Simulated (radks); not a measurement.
The numbers below are computed, except where a source is named.
Question: Species: Cd+. Configuration: [Kr] 4d10 5s1 (the NIST ground configuration). Level of theory: scalar-relativistic Kohn-Sham, AM05, spin-polarised, spherical densities, finite nucleus; open shells are filled with parallel spins first (spin-orbit coupling, left out, can overturn this in heavy ions); Fermi nuclear charge, rms radius 4.6087 fm (a radial shooting solver on a logarithmic mesh with Libxc functionals). Some entries of the table are withheld. Estimate them.

| orbital | occ. | eigenvalue (Ry) | <1/r> (bohr^-1) |
|---|---|---|---|
| 1s up | 1 | -1947.927 | 50.59 |
| 1s down | 1 | -1947.925 | 50.59 |
| 2s up | 1 | -289.7997 | 11.51 |
| 2s down | 1 | -289.7994 | 11.51 |
| 2p up | 3 | -260.2134 | 11.11 |
| 2p down | 3 | -260.2128 | 11.11 |
| 3s up | 1 | -54.49941 | 4.057 |
| 3s down | 1 | -54.49805 | 4.057 |
| 3p up | 3 | -44.79459 | 3.867 |
| 3p down | 3 | -44.79324 | 3.867 |
| 3d up | 5 | -29.57927 | 3.641 |
| 3d down | 5 | -29.57829 | 3.641 |
| 4s up | 1 | -8.41626 | 1.574 |
| 4s down | 1 | -8.41513 | 1.574 |
| 4p up | 3 | (1) | 1.417 |
| 4p down | 3 | (2) | 1.418 |
| 4d up | 5 | (3) | 1.057 |
| 4d down | 5 | (4) | 1.067 |
| 5s up | 1 | -0.99230 | 0.4865 |
| 5s down | 0 | -0.91604 | 0.4844 |

Answer: 
(1) 4p up eigenvalue (Ry): -5.56244
(2) 4p down eigenvalue (Ry): -5.55978
(3) 4d up eigenvalue (Ry): -1.51353
(4) 4d down eigenvalue (Ry): -1.49583
